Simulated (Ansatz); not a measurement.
**InPH4O (SMILES O[PH][InH2]): the energy to break a bond**

InPH4O: 7 atoms, total charge 0, spin state singlet. SMILES: `O[PH][InH2]`. The shape was relaxed beforehand at PBE0/def2-SVP. This is one conformer, not always the lowest.

```csv
atom,x (Å),y (Å),z (Å)
O,-1.8517,0.1149,0.1093
P,-0.6355,-0.3855,-0.9488
In,1.3998,0.3619,0.3412
H,-2.6151,0.3712,-0.4196
H,-0.4812,-1.7521,-0.5301
H,1.2493,1.6451,1.4943
H,2.9344,-0.3554,-0.0463
```

Wanted: the dissociation energy of the H7–In3 bond into doublet H and doublet InPH3O (shapes relaxed at PBE0/def2-SVP, no zero-point term). 1 Eh = 2625.50 kJ/mol = 27.2114 eV. Totals in Eh; open shells run unrestricted unless said.

| level | program | InPH4O | doublet H | doublet InPH3O |
| --- | --- | --- | --- | --- |
| HF/def2-TZVP (core potential) | Ansatz | -607.169558 | -0.499810 | -606.582960 |
| PBE/def2-TZVP (core potential) | Ansatz | -608.905350 | -0.499616 | -608.301073 |
| B3LYP/def2-TZVP (core potential) | Ansatz | -609.237788 | -0.502154 | -608.627099 |

Task: Work out the dissociation energy at each level.

Result: 
1. HF/def2-TZVP (core potential): (-0.499810) + (-606.582960) − (-607.169558) = 0.086788 Eh = 227.9 kJ/mol = 2.36 eV.
2. PBE/def2-TZVP (core potential): (-0.499616) + (-608.301073) − (-608.905350) = 0.104661 Eh = 274.8 kJ/mol = 2.85 eV.
3. B3LYP/def2-TZVP (core potential): (-0.502154) + (-608.627099) − (-609.237788) = 0.108535 Eh = 285.0 kJ/mol = 2.95 eV.

The levels span 228 to 285 kJ/mol; no measured value is set beside them. Hartree–Fock lacks the correlation of the bonding electrons, so it comes out low. A bond enthalpy at 298 K also holds the loss of zero-point energy and thermal terms.
